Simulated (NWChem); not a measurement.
Species: CH6Ti; SMILES [TiH3][CH3]

```xyz
8

Ti     0.0000     0.0000    -0.4502
C      0.0000     0.0000     1.5702
H     -0.8882     0.5390     1.9296
H      0.9109     0.4997     1.9296
H     -0.0227    -1.0387     1.9296
H      0.0098     1.6266    -0.9709
H      1.4037    -0.8217    -0.9709
H     -1.4135    -0.8048    -0.9709
```
Atoms are numbered in this order, from 1.

This is a stationary point of B3LYP/6-31G* (spherical d) (NWChem), point group C3. 

Task: Is it a minimum? If not, what does it relax to?

Result: No. It has an imaginary frequency of 89i cm⁻¹. Following that mode (on a finer grid) lowers the energy by 0.4 kcal/mol and ends, with real frequencies alone, at point group C3v:
```xyz
8

Ti     0.0000     0.0000    -0.5076
C      0.0000     0.0000     1.5091
H     -0.3053     0.9940     1.8677
H      1.0135    -0.2326     1.8678
H     -0.7082    -0.7614     1.8676
H     -0.4722     1.5457    -1.0579
H      1.5748    -0.3639    -1.0579
H     -1.1025    -1.1819    -1.0578
```
